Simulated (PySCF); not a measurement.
# C4H10NSi: g tensor and hyperfine couplings

C₄H₁₀NSi (doublet state).
Cartesian coordinates in Å at the GFN2-xTB level; atoms count from 1:
```
atom  x, y, z in Å
N1     2.618    0.139    0.639
C2     1.508   -0.181   -0.141
C3     0.168    0.288    0.209
C4    -0.714    0.683   -1.011
Si5   -2.228   -0.212   -0.267
C6    -0.784   -0.790    0.834
H7     2.540    1.026    1.118
H8     3.509    0.025    0.174
H9     1.629   -1.018   -0.807
H10    0.245    1.133    0.900
H11   -0.340    0.220   -1.923
H12   -0.758    1.756   -1.188
H13   -2.899   -1.211   -1.096
H14   -3.201    0.664    0.388
H15   -0.868   -0.718    1.916
H16   -0.433   -1.794    0.602
```

The hyperfine couplings belong to this conformer and change with its torsions.

As a line formula: `N[CH]C1C[SiH2]C1` [radical].

Computed with UKS B3LYP, pcH-1 on C H N Si, non-relativistic, mean-field spin-orbit, GIAO (PySCF 2.14.0). Geometry: GFN2-xTB, one conformer, isolated molecule. The geometry wasn't refined by DFT: couplings that depend on bond lengths, twists or pyramidal angles can differ widely from those at the functional's own minimum. Stability of the SCF solution: not tested.

| Item | Value |
| --- | --- |
| g1, g2, g3 | 2.00208, 2.00277, 2.00338 |
| g_iso | 2.00274 |
| Form of g | rhombic: the two nearest values differ by 47 % of g3 − g1 |
| ⟨S²⟩ | 0.7538 (exact 0.7500) |
| HOMO–LUMO gap, α and β orbitals | 4.19, 7.05 eV |
| Total energy | -502.64261 Eh |

Hyperfine couplings atom by atom, in MHz; T1 to T3 are the principal values of the dipolar part:

```
atom  isotope  a_iso  of which spin–orbit     T1     T2     T3  Mulliken spin population
  N1      14N   19.4                  0.0  -11.7  -11.3   23.0                      0.16
  C2      13C   85.0                 -0.1  -70.3  -69.4  139.7                      0.84
  C3      13C  -28.1                  0.0   -2.2   -1.0    3.1                     -0.08
  C4      13C   60.7                  0.0   -3.1   -2.6    5.7                      0.02
 Si5     29Si    0.0                  0.1   -7.0    3.2    3.8                      0.05
  C6      13C   82.8                  0.0   -5.1   -4.3    9.4                      0.04
  H7       1H    6.3                  0.0  -12.9   -5.6   18.4                      0.00
  H8       1H   19.7                  0.0  -12.6   -6.3   18.9                      0.00
  H9       1H  -46.3                  0.0  -32.9   -0.3   33.2                     -0.04
 H10       1H    4.8                  0.0   -4.6   -3.9    8.4                      0.00
 H11       1H   -1.6                  0.0   -4.9   -2.0    7.0                      0.00
 H12       1H   -2.7                  0.0   -3.0   -2.0    5.0                      0.00
 H13       1H   -2.5                  0.0   -1.0   -0.3    1.3                      0.00
 H14       1H   -2.1                  0.0   -1.0   -0.3    1.3                      0.00
 H15       1H   -1.3                  0.0   -3.6   -1.6    5.2                      0.00
 H16       1H   -0.8                  0.0   -5.4   -1.5    6.9                      0.00
```

The largest Mulliken spin populations are on C2 (+0.84), N1 (+0.16) and C3 (-0.08). The positive populations add up to 1.12 and the negative ones to -0.12, together 2S = 1. The angles at C2 add up to 357.3°, so it is nearly planar; its axial dipolar tensor and the negative coupling of its proton fit spin in a p orbital normal to that plane.

Axes: g2 points within 10° of the N1–C2 bond.

Under fast tumbling the dipolar parts average out, and these isotropic splittings remain (the largest six): 1 × 1H (H9, I = 1/2, 2 lines) with 1.65 mT, 1 × 14N (N1, I = 1, 3 lines) with 0.69 mT, 2 × 1H (H7/H8, I = 1/2, 3 lines) with 0.46 mT, 1 × 1H (H10, I = 1/2, 2 lines) with 0.17 mT, 1 × 1H (H13, I = 1/2, 2 lines) with 0.09 mT and 1 × 1H (H14, I = 1/2, 2 lines) with 0.08 mT.

Class means assume fast exchange of nuclei equivalent by connectivity; if that motion is slow, each nucleus keeps its own coupling. The 1H value of +13.0 MHz is a mean of couplings from 6.3 to 19.7 MHz in this one geometry, not an average over conformers.

The 13C coupling of C2 (85.0 MHz) shows only in satellite lines or after enrichment, since that isotope makes up about 1.07 % of natural carbon.

The spin density at the nucleus, in bohr⁻³, is negative for C3 (-0.0250) and H9 (-0.0104), for instance. A restricted open-shell determinant has no negative spin density anywhere; here it arises because α and β orbitals differ (spin polarisation).
